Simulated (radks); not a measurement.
Species: Xe3+. Configuration: [Kr] 4d9 5p6 (not the ground configuration).

Calculated with a radial shooting solver on a logarithmic mesh with Libxc functionals: Dirac Kohn-Sham, PBE, spin-unpolarised, spherical densities, finite nucleus; open shells fill j = l - 1/2 first; Fermi nuclear charge, rms radius 4.7859 fm.

Energy parts (eV):
| part | energy |
|---|---|
| total | -202573.174 |
| kinetic | 215207.269 |
| electron-nucleus | -490339.638 |
| Hartree | 77606.295 |
| exchange-correlation | -5047.100 |

Orbitals (lengths in bohr, moments of r in powers of bohr):
orbital,occ.,eigenvalue (eV),<r^2>
1s1/2,2,-34391.75,0.0009638
2s1/2,2,-5391.072,0.01543
2p1/2,2,-5067.936,0.01139
2p3/2,4,-4743.318,0.01267
3s1/2,2,-1140.076,0.1071
3p1/2,2,-1005.788,0.1019
3p3/2,4,-944.0851,0.1098
3d3/2,4,-707.8805,0.09184
3d5/2,6,-694.8348,0.09413
4s1/2,2,-242.0614,0.5729
4p1/2,2,-194.2378,0.6222
4p3/2,4,-181.6984,0.6677
4d3/2,4,-103.9110,0.8387
4d5/2,5,-101.8271,0.8579
5p1/2,2,-41.4346,3.990
5p3/2,4,-39.5243,4.267

The highest occupied level is 5p3/2 at -39.524 eV. The electron density at the nucleus is 2.714e+05 e/bohr^3.
